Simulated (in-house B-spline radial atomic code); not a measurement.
A calculation on the tellurium ion Te³⁺: its settings, and results tabulated from the run. Method: Dirac-Kohn-Sham PBE0, spherical fractional occupations, Fermi nucleus of rms radius 4.7423 fm. Calculated with an all-electron radial atomic-structure program (B-spline basis).

Command:
```bash
python run_scf.py task.json out
```
Settings (nuclear radius in fm, mass in u):
```
Z                52
configuration    [Kr] 4d10 5s2 5p1
hamiltonian      dirac
method           pbe0
spin_polarised   False
nucleus          fermi
rms_radius       4.7423
atomic_mass      129.90622
speed_of_light   137.035999084
```

Output (hartree, bohr):
```
 radial grid: 73 intervals, B-splines of order 8, outer radius 39.1892 bohr

 iter        energy (Eh)    residual
    1       -6783.969549    5.44e-01
    2       -6789.286915    4.57e-01
    3       -6794.311164    8.18e-02
    4       -6794.497277    2.17e-02
    5       -6794.503422    8.22e-03
    6       -6794.505013    2.43e-03
    7       -6794.505174    9.23e-05
    8       -6794.505174    1.93e-05
    9       -6794.505174    3.47e-07

 total energy                     -6794.50517
 kinetic                            7184.7912
 electron-nucleus                 -16449.3311
 Hartree                            2645.1169
 exact exchange                      -43.0443
 exchange-correlation               -132.0379

 first-order corrections (not in the total)
   Gaunt                             5.6497
   retardation                      -0.5810
   frequency dependence             -0.0521
   self-energy                       3.8405
   Uehling                          -0.5163
   Wichmann-Kroll                    0.0114
   recoil                            0.0194

 orbital      occ     eigenvalue          <r>       <r^2>       <1/r>     <1/r^2>       r_max    small
 1s1/2      2.000     -1166.2249    0.0278101  0.00104796     55.5734     6715.81     0.01793  3.66e-02
 2s1/2      2.000      -180.6651     0.119386   0.0168677     12.9482     784.073      0.1015  7.81e-03
 2p1/2      2.000      -169.2210     0.100839   0.0125078     12.9208     251.884     0.07797  7.83e-03
 2p3/2      4.000      -159.1230     0.106409   0.0137984     11.9568     194.774     0.08266  7.44e-03
 3s1/2      2.000       -37.2670     0.321382    0.118194     4.60923     156.989      0.2926  2.30e-03
 3p1/2      2.000       -32.5503     0.311931    0.113087     4.51604     50.2988      0.2791  2.24e-03
 3p3/2      4.000       -30.6547     0.323261     0.12124     4.28009     39.3004      0.2896  2.14e-03
 3d3/2      4.000       -22.3616     0.294391    0.102714     4.12837     21.4557      0.2361  2.02e-03
 3d5/2      6.000       -21.9667     0.297989    0.105095     4.06749     20.6999      0.2391  1.98e-03
 4s1/2      2.000        -7.4562      0.76464    0.660583     1.83053     33.1914      0.7013  6.38e-04
 4p1/2      2.000        -5.8129     0.801817    0.732785     1.71764     10.1702       0.722  5.77e-04
 4p3/2      4.000        -5.4517     0.829626    0.784373       1.643     8.00475       0.746  5.46e-04
 4d3/2      4.000        -2.8119     0.956288     1.06993     1.38641     3.56916      0.8054  4.07e-04
 4d5/2      6.000        -2.7566     0.967902     1.09607     1.36709     3.43625      0.8142  3.99e-04
 5s1/2      2.000        -1.6155      1.92721      4.1599    0.675208     5.07448       1.733  1.20e-04
 5p1/2      0.333        -1.1643       2.2074       5.479    0.582498      1.3699       1.955  9.10e-05
 5p3/2      0.667        -1.1207      2.27749     5.82745    0.561953     1.10085       2.021  8.60e-05

 Slater integrals (Eh)
   F0(5s1/2,5s1/2)               0.466690
   F0(5s1/2,5p1/2)               0.433534
   G1(5s1/2,5p1/2)               0.294128
   F0(5s1/2,5p3/2)               0.425316
   G1(5s1/2,5p3/2)               0.281070
   F0(5p1/2,5p1/2)               0.407761
   F0(5p1/2,5p3/2)               0.401272
   G2(5p1/2,5p3/2)               0.218117
   F0(5p3/2,5p3/2)               0.395195
   F2(5p3/2,5p3/2)               0.215683
```

Run time, properties included: 1.9 s on 1 thread of Arm Neoverse V2, on a shared host.

For the Dirac Hamiltonian the kinetic term is c α·p + (β - 1)c².

Caution: exact exchange at fractional occupations of open shells leaves self-interaction of up to several eV.
